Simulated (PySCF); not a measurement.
Species: C3H12N2OSi2.
Numbering: `[CH3:1][CH:2]([CH3:3])[O:4][SiH:5]1[NH:6][SiH2:7][NH:8]1`

Cartesian coordinates in Å at the PBE0-D3(BJ)/def2-SVP level; atoms count from 1:
```xyz
20
C3H12N2OSi2 angstrom
C     -2.6075   -0.9673   -0.4464
C     -1.5195    0.0400   -0.7655
C     -1.9209    1.4638   -0.4211
O     -0.3598   -0.3118   -0.0365
Si     1.2043   -0.3000   -0.5826
N      2.2222   -1.4142    0.2727
Si     3.2680   -0.1525    0.8812
N      2.2584    0.9607   -0.0090
H     -3.5322   -0.7402   -0.9979
H     -2.2811   -1.9828   -0.7145
H     -2.8294   -0.9532    0.6319
H     -1.3004   -0.0119   -1.8518
H     -1.1088    2.1668   -0.6615
H     -2.1313    1.5462    0.6564
H     -2.8188    1.7703   -0.9791
H      1.1010   -0.4167   -2.0681
H      2.0671   -2.3677    0.5640
H      4.6918   -0.2156    0.4254
H      3.2891    0.0053    2.3702
H      2.3369    1.9444   -0.2176
```

Probes without a nucleus sit at each ring's centroid and 1 Å off its mean plane on both sides; NICS is minus the shielding there, NICSzz its component along the normal. Level: GIAO KT2/pcSseg-1 (PySCF, non-relativistic, gas phase) on the PBE0-D3(BJ)/def2-SVP geometry, one conformer.

Ring bond lengths (Å): Si5–N6 1.735, N6–Si7 1.748, Si7–N8 1.747, N8–Si5 1.741.

Q: Give the NICS values of each ring in ppm.

A: 
```json
{"ring": "Si5–N6–Si7–N8", "type": "4-membered ring with 2 N and 2 Si; formal bonds all single", "NICS(0)": "-9.7", "NICS(1), two faces": "-2.5 / -1.9", "NICS(1)zz, two faces": "-1.5 / 0.1", "rms pucker (Å)": "0.01", "centre to ring atoms, mean (Å)": "1.23"}
```

Q: What do they say, and how far can they be read as aromaticity?

A: 
- Si5–N6–Si7–N8: mean NICS(1)zz -0.7 ppm, near zero. Si5, Si7 have four or more neighbours, so the value isn't read as a sign of a π ring current. NICS(0) lies 7 ppm below the mean NICS(1).

Q: What is the mean of the two in-plane components of NICS at the second NICS(1) probe listed for ring Si5–N6–Si7–N8, 1 Å off the ring?

A: The isotropic value is a third of the trace: (3 × -1.9 − (0.1))/2 = -2.9 ppm.

Q: How do the values depend on the level or the medium?

A: 
| level | NICS(0), Si5–N6–Si7–N8 | mean NICS(1)zz, Si5–N6–Si7–N8 |
| --- | --- | --- |
| KT2/pcSseg-1, gas | -9.7 | -0.7 |
| PBE0/pcSseg-1, gas | -9.9 | -0.8 |

The geometry is the same throughout.

Hardware: one thread, Intel Xeon at 2.50 GHz (x86_64) (shared host). Cost: 1.9 min, 0.95 GiB resident at most. This is the whole shielding run at KT2/pcSseg-1, SCF included.
